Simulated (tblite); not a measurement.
Species: C8H9F.
Numbering: `[CH2:1]=[CH:2][C@@:3]12[CH2:4][CH:5]=[C:6]([F:7])[C@@H:8]1[CH2:9]2` (hydrogens: H10, H11 on C1; H12 on C2; H13, H14 on C4; H15 on C5; H16 on C8; H17, H18 on C9)

Computed with GFN2-xTB (tblite), gas phase: Langevin dynamics at 600 K from the optimised GFN2-xTB geometry, time step 0.5 fs, friction 0.01 fs⁻¹, 2000 steps. The instantaneous temperature is 2·E(kin)/(3Nk) with all 3N coordinates.

```json
{"t (fs)": "0", "T (K)": "509", "E(pot) above start (eV)": "0.000", "C1=C2 (Å)": "1.323", "C2–C3 (Å)": "1.470", "C3–C4 (Å)": "1.526", "C4–C5 (Å)": "1.501", "C5=C6 (Å)": "1.326", "C1–H10 (Å)": "1.076", "C1–C2–C3–C4 (°)": "13"}
{"t (fs)": "50", "T (K)": "438", "E(pot) above start (eV)": "0.691", "C1=C2 (Å)": "1.318", "C2–C3 (Å)": "1.554", "C3–C4 (Å)": "1.575", "C4–C5 (Å)": "1.536", "C5=C6 (Å)": "1.349", "C1–H10 (Å)": "1.068", "C1–C2–C3–C4 (°)": "33"}
{"t (fs)": "100", "T (K)": "513", "E(pot) above start (eV)": "0.952", "C1=C2 (Å)": "1.330", "C2–C3 (Å)": "1.473", "C3–C4 (Å)": "1.534", "C4–C5 (Å)": "1.497", "C5=C6 (Å)": "1.311", "C1–H10 (Å)": "1.085", "C1–C2–C3–C4 (°)": "37"}
{"t (fs)": "150", "T (K)": "718", "E(pot) above start (eV)": "1.101", "C1=C2 (Å)": "1.308", "C2–C3 (Å)": "1.558", "C3–C4 (Å)": "1.547", "C4–C5 (Å)": "1.479", "C5=C6 (Å)": "1.323", "C1–H10 (Å)": "1.033", "C1–C2–C3–C4 (°)": "21"}
{"t (fs)": "200", "T (K)": "760", "E(pot) above start (eV)": "1.338", "C1=C2 (Å)": "1.318", "C2–C3 (Å)": "1.523", "C3–C4 (Å)": "1.413", "C4–C5 (Å)": "1.506", "C5=C6 (Å)": "1.326", "C1–H10 (Å)": "1.194", "C1–C2–C3–C4 (°)": "1"}
{"t (fs)": "250", "T (K)": "570", "E(pot) above start (eV)": "0.891", "C1=C2 (Å)": "1.336", "C2–C3 (Å)": "1.429", "C3–C4 (Å)": "1.468", "C4–C5 (Å)": "1.477", "C5=C6 (Å)": "1.345", "C1–H10 (Å)": "1.012", "C1–C2–C3–C4 (°)": "16"}
{"t (fs)": "300", "T (K)": "649", "E(pot) above start (eV)": "1.073", "C1=C2 (Å)": "1.315", "C2–C3 (Å)": "1.458", "C3–C4 (Å)": "1.529", "C4–C5 (Å)": "1.553", "C5=C6 (Å)": "1.282", "C1–H10 (Å)": "1.101", "C1–C2–C3–C4 (°)": "22"}
{"t (fs)": "350", "T (K)": "754", "E(pot) above start (eV)": "1.224", "C1=C2 (Å)": "1.282", "C2–C3 (Å)": "1.469", "C3–C4 (Å)": "1.592", "C4–C5 (Å)": "1.518", "C5=C6 (Å)": "1.360", "C1–H10 (Å)": "1.134", "C1–C2–C3–C4 (°)": "0"}
{"t (fs)": "400", "T (K)": "610", "E(pot) above start (eV)": "1.262", "C1=C2 (Å)": "1.393", "C2–C3 (Å)": "1.501", "C3–C4 (Å)": "1.567", "C4–C5 (Å)": "1.494", "C5=C6 (Å)": "1.339", "C1–H10 (Å)": "1.008", "C1–C2–C3–C4 (°)": "17"}
{"t (fs)": "450", "T (K)": "524", "E(pot) above start (eV)": "1.193", "C1=C2 (Å)": "1.288", "C2–C3 (Å)": "1.514", "C3–C4 (Å)": "1.505", "C4–C5 (Å)": "1.470", "C5=C6 (Å)": "1.361", "C1–H10 (Å)": "1.138", "C1–C2–C3–C4 (°)": "28"}
{"t (fs)": "500", "T (K)": "429", "E(pot) above start (eV)": "0.988", "C1=C2 (Å)": "1.349", "C2–C3 (Å)": "1.481", "C3–C4 (Å)": "1.544", "C4–C5 (Å)": "1.503", "C5=C6 (Å)": "1.296", "C1–H10 (Å)": "1.100", "C1–C2–C3–C4 (°)": "11"}
{"t (fs)": "550", "T (K)": "398", "E(pot) above start (eV)": "1.456", "C1=C2 (Å)": "1.309", "C2–C3 (Å)": "1.601", "C3–C4 (Å)": "1.520", "C4–C5 (Å)": "1.504", "C5=C6 (Å)": "1.368", "C1–H10 (Å)": "1.046", "C1–C2–C3–C4 (°)": "4"}
{"t (fs)": "600", "T (K)": "465", "E(pot) above start (eV)": "1.161", "C1=C2 (Å)": "1.318", "C2–C3 (Å)": "1.510", "C3–C4 (Å)": "1.581", "C4–C5 (Å)": "1.493", "C5=C6 (Å)": "1.255", "C1–H10 (Å)": "1.076", "C1–C2–C3–C4 (°)": "-3"}
{"t (fs)": "650", "T (K)": "431", "E(pot) above start (eV)": "1.249", "C1=C2 (Å)": "1.331", "C2–C3 (Å)": "1.436", "C3–C4 (Å)": "1.527", "C4–C5 (Å)": "1.427", "C5=C6 (Å)": "1.354", "C1–H10 (Å)": "1.119", "C1–C2–C3–C4 (°)": "32"}
{"t (fs)": "700", "T (K)": "522", "E(pot) above start (eV)": "1.715", "C1=C2 (Å)": "1.302", "C2–C3 (Å)": "1.497", "C3–C4 (Å)": "1.563", "C4–C5 (Å)": "1.492", "C5=C6 (Å)": "1.279", "C1–H10 (Å)": "1.049", "C1–C2–C3–C4 (°)": "46"}
{"t (fs)": "750", "T (K)": "386", "E(pot) above start (eV)": "1.488", "C1=C2 (Å)": "1.352", "C2–C3 (Å)": "1.465", "C3–C4 (Å)": "1.615", "C4–C5 (Å)": "1.532", "C5=C6 (Å)": "1.339", "C1–H10 (Å)": "1.038", "C1–C2–C3–C4 (°)": "25"}
{"t (fs)": "800", "T (K)": "508", "E(pot) above start (eV)": "1.404", "C1=C2 (Å)": "1.275", "C2–C3 (Å)": "1.541", "C3–C4 (Å)": "1.562", "C4–C5 (Å)": "1.463", "C5=C6 (Å)": "1.336", "C1–H10 (Å)": "1.086", "C1–C2–C3–C4 (°)": "10"}
{"t (fs)": "850", "T (K)": "696", "E(pot) above start (eV)": "1.202", "C1=C2 (Å)": "1.312", "C2–C3 (Å)": "1.519", "C3–C4 (Å)": "1.560", "C4–C5 (Å)": "1.502", "C5=C6 (Å)": "1.292", "C1–H10 (Å)": "1.032", "C1–C2–C3–C4 (°)": "-37"}
{"t (fs)": "900", "T (K)": "783", "E(pot) above start (eV)": "1.472", "C1=C2 (Å)": "1.291", "C2–C3 (Å)": "1.494", "C3–C4 (Å)": "1.614", "C4–C5 (Å)": "1.447", "C5=C6 (Å)": "1.369", "C1–H10 (Å)": "1.064", "C1–C2–C3–C4 (°)": "-56"}
{"t (fs)": "950", "T (K)": "682", "E(pot) above start (eV)": "1.254", "C1=C2 (Å)": "1.358", "C2–C3 (Å)": "1.464", "C3–C4 (Å)": "1.532", "C4–C5 (Å)": "1.477", "C5=C6 (Å)": "1.325", "C1–H10 (Å)": "1.107", "C1–C2–C3–C4 (°)": "-60"}
{"t (fs)": "1000", "T (K)": "718", "E(pot) above start (eV)": "1.525", "C1=C2 (Å)": "1.274", "C2–C3 (Å)": "1.478", "C3–C4 (Å)": "1.637", "C4–C5 (Å)": "1.563", "C5=C6 (Å)": "1.341", "C1–H10 (Å)": "1.141", "C1–C2–C3–C4 (°)": "-65"}
```

Problem. From 500 fs on, how do temperature and potential energy compare with equipartition?

Solution. The mean temperature of these 11 frames is 547 K against the target 600 K, and the mean potential energy 1.36 eV against 48 × kT/2 = 1.24 eV for 48 classical harmonic modes. For 18 atoms in a canonical ensemble the temperature itself scatters by T·√(2/(3N)) = 115 K; here its standard deviation is 138 K. The whole run lasts only 10 friction times of 100 fs, so these averages carry a wide statistical error.

Problem. What are the kinetic and total energies of the listed frame with the highest potential energy?

Solution. The one at 700 fs, 1.715 eV above the start. Its kinetic energy is 3NkT/2 = 1.215 eV at 522 K, so the sum is 2.93 eV; over the listed frames the sum runs from 1.18 to 3.29 eV, since the thermostat adds and removes energy.

Problem. How much do the listed bonds fluctuate from 500 fs on?

Solution. 
| bond | at the start (Å) | mean (Å) | standard deviation (Å) |
| --- | --- | --- | --- |
| C1=C2 | 1.323 | 1.315 | 0.028 |
| C2–C3 | 1.470 | 1.499 | 0.043 |
| C3–C4 | 1.526 | 1.569 | 0.037 |
| C4–C5 | 1.501 | 1.491 | 0.036 |
| C5=C6 | 1.326 | 1.323 | 0.036 |
| C1–H10 | 1.076 | 1.078 | 0.034 |

The motion is classical and holds no zero-point motion.

The cost below is that of the whole dynamics run. Hardware: one thread, Arm Neoverse V2 (aarch64), no GPU, shared host with 32 logical CPUs at a one-minute load of 21. Cost: 11 s wall, 0.18 GiB resident at most.
